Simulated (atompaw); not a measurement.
**What one change does to a pseudopotential (Gd, PAW (atompaw))**

```
Element                 : gadolinium (Gd)
Generator               : atompaw 4.2.0.5
Type                    : PAW
Functional              : LDA (PW92)
Relativity              : scalar-relativistic
Frozen core             : [Xe] 4f7
Valence charge          : 3
Reference configuration : 5d1 6s2 6p0
Partial waves           : 6s (bound): rc 3.00 bohr; 6s channel at 0.15 Ry: rc 3.00 bohr; 6p (bound, empty): rc 3.00 bohr; 6p channel at 0.25 Ry: rc 3.00 bohr; 5d (bound): rc 3.00 bohr; 5d channel at 3.1 Ry: rc 3.00 bohr; 5f channel at -0.05 Ry: rc 3.00 bohr; 5f channel at 0.7 Ry: rc 3.00 bohr
Local potential         : troulliermartins scheme with l = 4 at 0 Ry, radius 2.85 bohr
Core correction         : smooth core density matched at 1.65 bohr
Augmentation charge     : besselshape compensation charge, radius 2.90 bohr; PAW radius 3.00 bohr; waves and projectors: custom polynom2 7 10 vanderbiltortho
```

All-electron outer shells of the reference configuration (LDA (PW92), scalar-relativistic, ld1.x):

```json
{"shell": "5p", "level (eV)": "-27.37", "outermost node (bohr)": "0.70", "outermost maximum (bohr)": "1.35"}
{"shell": "4f", "level (eV)": "-8.90", "outermost node (bohr)": "–", "outermost maximum (bohr)": "0.56"}
{"shell": "6s", "level (eV)": "-4.27", "outermost node (bohr)": "1.60", "outermost maximum (bohr)": "3.33"}
{"shell": "5d", "level (eV)": "-2.69", "outermost node (bohr)": "0.79", "outermost maximum (bohr)": "1.97"}
{"shell": "6p", "level (eV)": "-1.39", "outermost node (bohr)": "1.92", "outermost maximum (bohr)": "4.55"}
```

Change: wave 6p channel at 0.25 Ry: rc 3.00 bohr becomes 6p channel at 6.29 Ry: rc 3.00 bohr.

Cutoffs: the cutoffs (Ry, on a coarse ladder) from which the occupation-weighted sum of valence levels, in a spherical-Bessel basis at the reference potential, stays within 10 and 1 mRy of its value at 400 Ry; they do not see the model core or the augmentation charge, which bear on the density cutoff.

**Question.** What does the change do?

**Answer.** The potential gets neither clearly harder nor softer (10 Ry and 21 Ry → 10 Ry and 21 Ry); the bound ghosts move from f, p, s to f, s; the range in which the p phases agree narrows (upper end at the end of the scan → 0.4).

| quantity | base | changed |
| --- | --- | --- |
| cutoff, loose | 10 Ry | 10 Ry |
| cutoff, tight | 21 Ry | 21 Ry |
| bound ghosts | p, s, f | s, f |
| s: phases at 3.00 bohr within 0.05 rad from the reference energy up to (Ry; the scan ends near 5) | 3.4 | 3.4 |
| p: phases at 3.00 bohr within 0.05 rad from the reference energy up to (Ry; the scan ends near 5) | to the end of the scan | 0.4 |
| d: phases at 3.00 bohr within 0.05 rad from the reference energy up to (Ry; the scan ends near 5) | to the end of the scan | to the end of the scan |
| f: phases at 3.00 bohr within 0.05 rad from the reference energy up to (Ry; the scan ends near 5) | 1.2 | 1.2 |
| lowest overlap eigenvalue by channel | s 0.40, p 0.76, d 0.84, f 1.00 | s 0.40, p 1.00, d 0.84, f 1.00 |

 A true bound ghost makes a file unfit for plane-wave use even where its test errors are small: the radial tests pick states by their node count and pass the ghost by. The cutoffs see the waves, projectors and local potential, not the compensation charge or the core.
